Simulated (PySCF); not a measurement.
First SCF of a structure search on quartet Nb(OH)₂, at a hand-made PBE minimum (heavy-atom frame) geometry. PySCF input:

```python
from pyscf import gto, scf, dft
mol = gto.M(atom='''
Nb     0.000000     0.000000    -0.000000
O     -0.340650    -0.000000     1.859430
O      0.340650     0.000000    -1.859430
H     -0.514955    -0.000000     2.810871
H      0.514955     0.000000    -2.810871''',
    basis={'Nb': 'def2-SVP', 'O': 'def2-SVP', 'H': 'def2-SVP'},
    ecp={'Nb': 'def2-SVP'},
    charge=0, spin=3)
mf = dft.UKS(mol, xc='PBE')
mf.grids.atom_grid = (50, 194)
aux = {'Nb': 'def2-universal-JKFIT', 'O': 'def2-universal-JKFIT', 'H': 'def2-universal-JKFIT'}
mf = mf.density_fit(auxbasis=aux)
mf.conv_tol = 1e-08
mf.diis_space = 10
mf.max_cycle = 60
mf.init_guess = 'minao'
mf.verbose = 4
mf.kernel()
```

Excerpt of the output (cycles alone):

```
init E= -201.458701192398
cycle= 1 E= -207.029644396432  delta_E= -5.57  |g|= 1.45  |ddm|= 3.01
cycle= 2 E= -204.785300465577  delta_E= 2.24  |g|=  2.2  |ddm|= 6.26
cycle= 3 E= -208.352962774445  delta_E= -3.57  |g|= 0.346  |ddm|= 5.75
cycle= 4 E= -208.325567117318  delta_E= 0.0274  |g|= 0.447  |ddm|= 0.561
cycle= 5 E= -208.401904528871  delta_E= -0.0763  |g|= 0.0488  |ddm|= 0.303
cycle= 6 E= -208.402931936021  delta_E= -0.00103  |g|= 0.00515  |ddm|= 0.0524
cycle= 7 E= -208.402947236848  delta_E= -1.53e-05  |g|= 0.00133  |ddm|= 0.0092
cycle= 8 E= -208.40294865683  delta_E= -1.42e-06  |g|= 0.00023  |ddm|= 0.00196
cycle= 9 E= -208.402948706567  delta_E= -4.97e-08  |g|= 1.81e-05  |ddm|= 0.000419
cycle= 10 E= -208.402948706853  delta_E= -2.85e-10  |g|= 2.92e-06  |ddm|= 3.31e-05
Extra cycle  E= -208.402948706859  delta_E= -6.71e-12  |g|= 2.39e-06  |ddm|= 5.31e-06
converged SCF energy = -208.402948706859  <S^2> = 3.7623499  2S+1 = 4.0061702
```

No lower solution of this spin was found from smeared starts or by a stability analysis within the unrestricted form.

With open d or f shells other occupations or spin states may lie lower.

The search for the lowest solution, 3 starts and the stability check together, took 16 s on 2 threads of a shared Intel Xeon Platinum 8259CL @ 2.50GHz (Skylake/Cascade Lake) host, with 69 basis functions; the process peaked at 0.41 GiB. Launch command: `OMP_NUM_THREADS=2 python axn.py task.json out`.
